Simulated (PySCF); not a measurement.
A structure optimised at PBE0-D3(BJ)/def2-SVP, used in a PySCF frequency run:

```xyz
12

Mg    -1.0783    -0.1014     0.0000
F     -2.8305     0.1368     0.0000
C      1.0100    -0.3939     0.0000
C      1.6705     0.1623     1.2614
C      1.6705     0.1623    -1.2614
H      1.1513    -1.4920     0.0000
H      2.7624    -0.0256     1.2652
H      1.5472     1.2559     1.3493
H      1.2686    -0.2835     2.1865
H      1.2686    -0.2835    -2.1865
H      2.7624    -0.0256    -1.2652
H      1.5472     1.2559    -1.3493
```

Question: Write its SMILES, formula and point group.

Answer: C[CH](C)[Mg][F], C₃H₇FMg, Cs

Question: What are its rotational constants (standard atomic weights)?

Answer: 7.9670, 1.7395, 1.5014 GHz
